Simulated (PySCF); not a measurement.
A structure optimised at B3LYP-D3(BJ)/def2-TZVP, used in a PySCF frequency run:

```
Te
Cl 1 2.3399
```
Charge 0, spin multiplicity 2.

### Question
Write its SMILES, formula and point group.

### Answer
Cl[Te], ClTe, C∞v

### Question
What are its rotational constants (standard atomic weights)?

### Answer
3.3272 GHz (linear rotor, B only)
